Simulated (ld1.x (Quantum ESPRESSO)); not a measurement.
O (Z = 8): one change to an RRKJ potential, before and after

- Element: O (Z = 8)
- Generator: ld1.x (Quantum ESPRESSO) 7.5
- Type: norm-conserving RRKJ (Kleinman–Bylander form)
- Functional: PBEsol
- Relativity: scalar-relativistic
- Frozen core: [He]
- Valence charge: 6
- Reference configuration: 2s2 2p3 (charge +1)
- Partial waves: 2p (bound): rc 1.95 bohr; 2s (bound): rc 0.85 bohr
- Local potential: the s channel
- Core correction: Bessel-smoothed model core inside 0.70 bohr
- rho0: 0.02

Change: all radii but the core radius scaled by about 1.24 (s 1.06, p 2.42 bohr).

Cutoffs: the cutoffs (Ry, on a coarse ladder) from which the occupation-weighted sum of valence levels, in a spherical-Bessel basis at the reference potential, stays within 10 and 1 mRy of its value at 400 Ry; they do not see the model core or the augmentation charge, which bear on the density cutoff. Errors are all-electron minus pseudo energies relative to the spin-unpolarised reference configuration.

Q: What does the change do?

A: The potential gets softer (80 Ry and 180 Ry → 55 Ry and 140 Ry); of the 7 tests that both files solve, the error grows in 7 and shrinks in 0 by more than 15 % and 0.3 meV (median size 289.5 → 644.6 meV); neither file shows a bound ghost at the reference potential, the only one tested. A larger radius leaves more room for a smooth pseudo-wave, so fewer plane waves are needed. More of the atom is replaced by a form fitted at one configuration, so other configurations suffer.

```tsv
quantity	base	changed
cutoff, loose	80 Ry	55 Ry
cutoff, tight	180 Ry	140 Ry
loose cutoff by channel (10 mRy a level)	p 30 Ry, s 70 Ry	p 21 Ry, s 50 Ry
bound ghosts	none	none
error for 2s2 2p4, meV [ΔE -16.36 eV]	+87	+271
error for 2s2 2p2, meV [ΔE 33.48 eV]	+306	+730
error for 2s2 2p1, meV [ΔE 87.18 eV]	+1860	+4016
error for 2s2 2p0, meV [ΔE 163.83 eV]	+5848	+11672
error for 2s1 2p4, meV [ΔE 15.14 eV]	-8.2	-127
error for 2s1 2p5, meV [ΔE -1.50 eV]	+290	+645
error for 2s2 2p4.3, meV [ΔE -18.47 eV]	+112	+366
```

Changed file: These tests converged, but a pseudo level misses the all-electron one widely, so the file describes the atom poorly there or has found another state: 2s2 2p1: 2p by 5.2 eV; 2s2 2p0: empty 2p by 10.5 eV.
